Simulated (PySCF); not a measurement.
OSr, SMILES [O]=[Sr]. Heavy atoms are numbered as in [Sr:1]=[O:2].

Geometry: B3LYP-D3(BJ)/def2-TZVPD. The def2 effective core potentials stand for the cores of Sr; spin–orbit coupling is left out.

The numbers are results of ωB97X/def2-TZVPD (PySCF), not measurements.

Mulliken values depend strongly on the basis, most of all with diffuse functions as here. ESP charges are fitted to the potential on shells at 1.4 to 2.0 van der Waals radii. Atomic charges (e), one atom of each kind:

| atom | ESP fit | Mulliken |
|---|---|---|
| Sr1 | ? | 1.28 |
| O2 | ? | -1.28 |

Complete the blanks. (An estimate is asked for; the answer gives what the named calculation found.)


- Sr1, ESP fit: 1.09
- O2, ESP fit: -1.09
